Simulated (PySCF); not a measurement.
# Bond lengths and vibrations by method: B2ClH3N cation

These are calculations, not measurements. The program is PySCF 2.14.0, an open-source quantum chemistry code, run on an isolated molecule that a program drew, which may never have been made. The molecule is B2ClH3N cation (charge +1, singlet), drawn as the SMILES string `NB[B+]Cl`.

The geometry was optimised and harmonic frequencies were computed with HF and MP2, all in the cc-pV(D+d)Z basis, for the commonest isotopes, with a restricted reference for singlets and an unrestricted one otherwise, and a frozen core in MP2. Each result is a local minimum of its method.

Geometry at the HF minimum:
```xyz
7
B2ClH3N cation, angstrom
N     0.4979   -0.9005    2.3319
B    -0.5956   -1.4914    1.7742
B    -1.6900   -0.5499    0.8151
Cl   -2.7641    0.2524   -0.0946
H     0.7578    0.0624    2.2498
H     1.1414   -1.4317    2.8901
H    -0.8845   -2.6394    1.8861
```

Lengths of the bonds as drawn, in Å (atoms numbered as above):
| bond | HF | MP2 |
|---|---|---|
| N1-B2 | 1.362 | 1.379 |
| B2-B3 | 1.733 | 1.707 |
| B3-Cl4 | 1.620 | 1.623 |
| N1-H5 | 1.001 | 1.017 |
| N1-H6 | 1.004 | 1.020 |
| B2-H7 | 1.189 | 1.198 |

Rotational constants, in GHz:
```
constant,HF,MP2
A,42.55,42.37
B,2.12,2.127
C,2.019,2.025
```

Harmonic frequencies in cm^-1, each column in rising order, so a row needn't be the same motion in every method:
| rank | HF | MP2 |
|---|---|---|
| 1 | 148 | 137 |
| 2 | 237 | ? |
| 3 | 421 | 414 |
| 4 | 580 | 576 |
| 5 | 635 | 611 |
| 6 | 769 | 749 |
| 7 | 960 | 898 |
| 8 | 963 | 923 |
| 9 | 1195 | 1122 |
| 10 | 1292 | 1288 |
| 11 | 1488 | 1426 |
| 12 | 1777 | 1645 |
| 13 | 2798 | 2729 |
| 14 | 3779 | 3581 |
| 15 | 3882 | 3696 |

**Estimate the missing MP2 frequency from the HF column.**

A single factor s that minimises the squared misfit of MP2 against s times HF over the other rows is sum(HF x MP2) / sum(HF^2) = 0.9548, with an rms misfit of 29 cm^-1. For rank 2 it gives 0.9548 x 237 = 226 cm^-1. The calculation gives 222 cm^-1, 4 cm^-1 below the estimate. The drawn bonds are on average 0.6 % longer in MP2 than in HF.
